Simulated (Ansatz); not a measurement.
Isolated molecules relaxed with PBE0-D4/def2-TZVP in Ansatz; ΔE leaves out vibrations. CCSD(T)/CBS adds triple-zeta CCSD(T) − MP2 to the extrapolated MP2 energy (def2 sets, frozen cores). This one scheme is used for every species. DFT in def2-TZVPP. B3LYP here is the variant with VWN-RPA as its local correlation; programs differ in this. Each species was taken in one conformer, which may not be the lowest.

Reaction (hydrogenolysis of the Si–Cl bond): `C[SiH2][SiH]([AlH2])Cl` + H₂ → `C[SiH2][SiH2][AlH2]` + HCl

`C[SiH2][SiH]([AlH2])Cl`:

Z-matrix (Å, degrees):
```
C
Si 1 1.877
H 1 1.092 2 111.1
H 1 1.092 2 110.5 3 -120.0
H 1 1.092 2 110.8 3 120.2
Si 2 2.346 1 110.1 3 -59.0
H 2 1.489 1 110.9 3 179.7
H 2 1.491 1 110.2 3 60.4
Cl 6 2.084 2 108.4 1 -173.1
Al 6 2.454 2 113.0 1 63.6
H 6 1.495 2 107.4 1 -58.3
H 10 1.585 6 121.9 2 122.5
H 10 1.591 6 117.9 2 -55.6
```

H₂:

```xyz
2

H     0.004   -0.326    0.182
H    -0.004    0.326   -0.182
```

`C[SiH2][SiH2][AlH2]`:

```xyz
13

C    -1.596    0.357   -1.235
Si    0.278    0.327   -1.328
Si    1.172   -0.939    0.432
Al    0.599    0.108    2.566
H    -2.001   -0.654   -1.313
H    -2.015    0.956   -2.047
H    -1.937    0.783   -0.288
H     0.811    1.718   -1.234
H     0.717   -0.224   -2.641
H     0.565   -2.303    0.345
H     2.644   -1.090    0.239
H     1.688    0.817    3.479
H    -0.924    0.142    3.024
```

HCl:

Z-matrix (Å, degrees):
```
Cl
H 1 1.279
```

```csv
level,ΔE (kJ/mol),difference from CCSD(T)/CBS
PBE-D4,66.4,-0.2
r2SCAN-D4,68.8,2.2
PBE0-D4,64.6,-2.0
B3LYP-D4,67.8,1.2
ωB97X-V,64.7,-1.9
ωB97M-V,66.9,0.3
B2PLYP,63.2,-3.4
PBE,61.3,-5.3
r2SCAN,67.5,0.9
PBE0,60.0,-6.6
B3LYP,59.3,-7.3
HF/def2-TZVPP,55.1,-11.5
MP2/def2-TZVPP,69.7,3.1
SCS-MP2/def2-TZVPP,65.0,-1.6
CCSD/def2-TZVPP,56.2,-10.4
CCSD(T)/def2-TZVPP,59.2,-7.4
HF/def2-QZVPP,55.5,-11.1
MP2/def2-QZVPP,74.1,7.5
SCS-MP2/def2-QZVPP,69.2,2.6
HF/CBS(def2),55.5,-11.1
MP2/CBS(def2),77.1,10.5
CCSD/CBS(def2),63.6,-3.0
CCSD(T)/CBS,66.6,0
```

Largest T1 diagnostic among the species: 0.012.

The D4 term adds +8.4 kJ/mol with B3LYP and +4.6 kJ/mol with PBE0; it sums over pairs of atoms, weighted by their polarisabilities, and B3LYP, whose exchange is more repulsive, gets the larger term. In def2-TZVPP, CCSD(T) changes the Hartree–Fock value by +4.0 kJ/mol (the triples alone add +3.0 kJ/mol) and MP2 by +14.5 kJ/mol.
